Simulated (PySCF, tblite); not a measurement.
Compound: C5H16BNOSi.
Atom-mapped SMILES: `[CH3:1][N+:2]1([CH3:3])[BH2-:4][CH2:5][CH2:6][C@H:7]1[O:8][SiH3:9]` (hydrogens: H10, H11, H12 on C1; H13, H14, H15 on C3; H16, H17 on B4; H18, H19 on C5; H20, H21 on C6; H22 on C7; H23, H24, H25 on Si9)

Jobs on this species (25 atoms, 80 electrons) with PySCF (density fitting) and tblite. Hardware of each: one thread, Arm Neoverse V2 (aarch64), shared host. Times come from a shared host and carry two figures at best.

Task: Rank these jobs by wall time, shortest first.
A. PBE0/pcSseg-1; shieldings, ring-centre shieldings, charges and field gradients; 240 basis functions
B. CAM-B3LYP/def2-SVPD; 10 singlets by full TDDFT, 4 Tamm–Dancoff triplets, polarisability, ΔSCF ions; 315 basis functions
C. GFN2-xTB; Hessian by finite differences
D. PBE0-D3(BJ)/def2-SVP, grid level 1; geometry optimisation from a GFN2-xTB start shaken at random; 210 basis functions
E. GFN2-xTB; L-BFGS relaxation

Result: C (1.1 s), E (2.5 s), A (64 s), D (3.7 min), B (17 min).

All jobs:

| level and settings | work | basis functions | SCF cycles | wall time |
| --- | --- | --- | --- | --- |
| GFN2-xTB | Hessian by finite differences | – | – | 1.1 s |
| GFN2-xTB | L-BFGS relaxation | – | – | 2.5 s |
| WP04/pcSseg-1 | shieldings, ring-centre shieldings | 240 | 15 | 60 s |
| PBE0/pcSseg-1 | shieldings, ring-centre shieldings, charges and field gradients | 240 | 14 | 64 s |
| PBE0-D3(BJ)/def2-SVP, grid level 1 | geometry optimisation from a GFN2-xTB start shaken at random | 210 | 50 | 3.7 min |
| delta-SCF UKS SCAN, pcX-2 on the ionised atom, pcseg-1 elsewhere, spin-free X2C | ΔSCF core ionisation, 10 holes | 252 | 168 | 4.6 min |
| CAM-B3LYP/def2-SVPD | 10 singlets by full TDDFT, 4 Tamm–Dancoff triplets, polarisability, ΔSCF ions | 315 | 13 | 17 min |

Task: What do all jobs in the table cost together?

Result: About 27 min; the longest takes about 62 % of that, and about 930 times as long as the shortest.
